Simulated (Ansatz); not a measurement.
CH$_{5}$FGe (`F[CH2][GeH3]`), 8 atoms. Charge 0, multiplicity 1. Correlated methods include outer-core shells of Ge, which these sets cover unevenly. Scalar relativity is left out up to krypton. All runs use 2 threads of an Arm Neoverse V1 on a shared host. Correlated methods freeze the cores.

(1) Give the basis size and wall time and peak host memory of each of these runs in Ansatz. RKS HSE06 (plane-wave form)-D4/def2-TZVPP energy; RKS ωB97M-V/def2-SVP energy; RKS ωB97M-V/def2-QZVPP energy; RHF-CCSD(T)/def2-SVP energy; RKS PBE0-D4/def2-QZVPP energy; RKS CAM-B3LYP-D4/def2-TZVPP energy; RKS PBE0-D4/def2-TZVP relaxation (6 steps); RKS BLYP-D4/def2-TZVPP energy; RHF-MP2/def2-QZVPP energy; RKS PBE0-D4/def2-TZVPP energy; RHF-CCSD(T)/def2-TZVPP energy; RKS PBE0-D4/def2-TZVP frequencies. (Best estimate.)

## Answers

(1) Computed: Other jobs shared the machine, so times are rough.

```tsv
level	job	functions	wall time	peak host memory (GiB)
RKS BLYP-D4/def2-TZVPP	energy	180	1.8 s	0.18
RKS PBE0-D4/def2-TZVPP	energy	180	2.6 s	0.37
RKS HSE06 (plane-wave form)-D4/def2-TZVPP	energy	180	2.8 s	0.39
RKS CAM-B3LYP-D4/def2-TZVPP	energy	180	2.9 s	0.42
RHF-CCSD(T)/def2-SVP	energy	85	3.5 s	0.36
RKS ωB97M-V/def2-SVP	energy	85	6 s	0.36
RKS PBE0-D4/def2-QZVPP	energy	353	7.5 s	0.92
RHF-MP2/def2-QZVPP	energy	353	17 s	1.4
RKS PBE0-D4/def2-TZVP	relaxation (6 steps)	140	17 s	0.29
RKS ωB97M-V/def2-QZVPP	energy	353	18 s	1.1
RHF-CCSD(T)/def2-TZVPP	energy	180	64 s	1.8
RKS PBE0-D4/def2-TZVP	frequencies	140	85 s	0.36
```
